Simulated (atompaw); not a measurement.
**What one change does to a pseudopotential (B, PAW (atompaw))**

| Item | Value |
| --- | --- |
| Element | boron (B) |
| Generator | atompaw 4.2.0.5 |
| Type | PAW |
| Functional | LDA (PW92) |
| Relativity | scalar-relativistic |
| Frozen core | [He] |
| Valence charge | 3 |
| Reference configuration | 2s2 2p0.5 (charge +0.5) |
| Partial waves | 2s (bound): rc 1.15 bohr; 2s channel at -0.6 Ry: rc 1.15 bohr; 2p (bound): rc 3.00 bohr; 2p channel at 2.45 Ry: rc 3.00 bohr |
| Local potential | ultrasoft scheme with l = 2 at 1 Ry, radius 2.75 bohr |
| Core correction | smooth core density matched at 2.75 bohr |
| Augmentation charge | besselshape compensation charge, radius 2.70 bohr; PAW radius 3.00 bohr; waves and projectors: custom polynom2 7 10 vanderbiltortho |

All-electron outer shells of the reference configuration (LDA (PW92), scalar-relativistic, ld1.x):

| shell | level (eV) | outermost node (bohr) | outermost maximum (bohr) |
| --- | --- | --- | --- |
| 2s | -14.05 | 0.46 | 1.48 |
| 2p | -8.19 | – | 1.48 |

Change: wave 2s (bound): rc 1.15 bohr becomes 2s (bound): rc 1.70 bohr.

Cutoffs: the cutoffs (Ry, on a coarse ladder) from which the occupation-weighted sum of valence levels, in a spherical-Bessel basis at the reference potential, stays within 10 and 1 mRy of its value at 400 Ry; they do not see the model core or the augmentation charge, which bear on the density cutoff.

Question: What does the change do?

Answer: The potential gets softer (18 Ry and 25 Ry → 6 Ry and 15 Ry); the range in which the s phases agree narrows (upper end at the end of the scan → 1.0); neither file shows a bound ghost.

| quantity | base | changed |
| --- | --- | --- |
| cutoff, loose | 18 Ry | 6 Ry |
| cutoff, tight | 25 Ry | 15 Ry |
| loose cutoff by channel (10 mRy a level) | s 15 Ry, p 8 Ry | s 6 Ry, p 8 Ry |
| bound ghosts | none | none |
| s: phases at 3.02 bohr within 0.05 rad from the reference energy up to (Ry; the scan ends near 5) | to the end of the scan | 1.0 |
| p: phases at 3.02 bohr within 0.05 rad from the reference energy up to (Ry; the scan ends near 5) | -0.2 | -0.2 |
| lowest overlap eigenvalue by channel | s 0.77, p 0.95 | s 0.28, p 0.95 |

 The cutoffs see the waves, projectors and local potential, not the compensation charge or the core.
